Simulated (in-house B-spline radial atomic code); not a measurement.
A fraction x of an electron is removed from 4p in As⁺, starting from [Ar] 3d10 4s2 4p2 and keeping the highest spin. All numbers are computed (scalar-relativistic (X2C) LDA PW92, spin-polarised, spherical fractional occupations; Fermi nucleus of rms radius 4.0968 fm) with a radial B-spline atomic code at the basis-set limit, not measured.

```tsv
x	E(x) - E(0) (eV)	4p up level (eV)
0	0.0000	-14.148
0.06	0.8647	-14.676
0.15	2.2215	-15.476
0.27	4.1431	-16.554
0.43	6.9081	-18.012
0.5	8.1915	-18.657
0.59	9.9081	-19.492
0.75	13.1467	-20.993
0.98	18.2263	-23.184
1	18.6919	-23.376
```

The exact functional would give a straight line between the two integer points. Deviations E(x) - E(0) - x[E(1) - E(0)], in eV: -0.257 at x = 0.06, -0.582 at x = 0.15, -0.904 at x = 0.27, -1.129 at x = 0.43, -1.154 at x = 0.5, -1.12 at x = 0.59, -0.872 at x = 0.75, -0.092 at x = 0.98.

The curve lies below the straight line by up to 1.154 eV (at x = 0.5): convex, the delocalisation error that favours fractional charges.

(1) How well does Slater's transition state (minus the level at half occupation) give the ionisation energy?

Results:

(1) It gives 18.657 eV against 18.692 eV from the two total energies; NIST lists 18.59 eV, ground level to ground level.
